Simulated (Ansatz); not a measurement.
C₂H₇FO₂Si₂ (`C=C[Si@@H](O)[Si@@H](O)F`), relaxed with RKS PBE0-D4/def2-TZVP in Ansatz from a GFN2-xTB geometry. The force threshold is 0.005 eV/Å; the program also tests the step.

The species carries charge 0 and has multiplicity 1.

Start:

```xyz
14

C    -0.772   -0.107   -2.569
C     0.070   -0.439   -1.605
Si    0.443    0.629   -0.103
O    -0.528    1.931   -0.287
Si   -0.046   -0.454    1.853
O     1.128   -1.557    2.017
F     0.131    0.561    3.117
H    -1.303    0.830   -2.539
H    -0.971   -0.739   -3.422
H     0.587   -1.389   -1.672
H     1.846    1.089   -0.193
H    -0.567    2.631    0.358
H    -1.352   -1.023    2.190
H     1.333   -1.962    2.857
```

(1) How much energy does the relaxation release, and in how many steps? (Best estimate.)

(2) Which bonds change most? (Estimate.)

(3) Give the relaxed structure. (Estimate.)

## Answers

(1) Computed: 4.57 kcal/mol, in 15 steps, 3 of them rejected.

(2) Ansatz gave: Si3–Si5 from 2.289 to 2.351 Å; C2–Si3 from 1.881 to 1.850 Å; Si5–H13 from 1.463 to 1.490 Å; Si5–F7 from 1.631 to 1.610 Å.

(3) Ansatz gave: 
```xyz
14

C    -0.840   -0.179   -2.461
C     0.149   -0.399   -1.598
Si    0.493    0.713   -0.160
O    -0.506    2.021   -0.329
Si    0.030   -0.400    1.859
O     1.197   -1.530    2.076
F     0.066    0.673    3.059
H    -1.490    0.686   -2.367
H    -1.035   -0.846   -3.296
H     0.777   -1.279   -1.732
H     1.931    1.116   -0.149
H    -0.529    2.655    0.389
H    -1.318   -1.028    1.961
H     1.073   -2.201    2.748
```
